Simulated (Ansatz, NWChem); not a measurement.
BiCl3 (bismuth trichloride): a line through the functionals

BiCl3: 4 atoms, total charge 0, spin state singlet. SMILES: `[Cl][Bi]([Cl])[Cl]`. The coordinates come from a PBE0-D4/def2-TZVP relaxation.

The HOMO–LUMO gap y, in eV, basis def2-SVP with a core potential; a is the functional's share of exact exchange. Programs: Ansatz 0.2.0, NWChem 7.3.0.

```
functional  program     a  y (eV)
    r2SCAN   Ansatz     0    5.13
    revPBE   Ansatz     0    4.68
     TPSSh   NWChem   0.1       ?
     B3LYP   Ansatz   0.2    6.11
   r2SCAN0   Ansatz  0.25    6.89
      PBE0   Ansatz  0.25    6.57
     BHLYP   Ansatz   0.5    8.43
```

Task: Fit y = c + s·a to the known rows and predict TPSSh.

Result: 
1. Means of the 6 rows: a = 0.2000, y = 6.302.
2. Σ(Δa)² = 0.175, Σ(Δa·Δy) = 1.24, so the slope is 1.24/0.175 = 7.0857.
3. Intercept: 6.302 − (7.0857) × 0.2000 = 4.885. The largest residual of the fit is 0.25.
4. TPSSh: 4.885 + (7.0857) × 0.1 = 5.59 eV.

The run gave 5.59 eV, so the prediction is off by 0.00 eV: they agree to the digits shown. Exact exchange lowers occupied levels and raises empty ones. The rows mix families of semi-local functionals, which the line can't see.
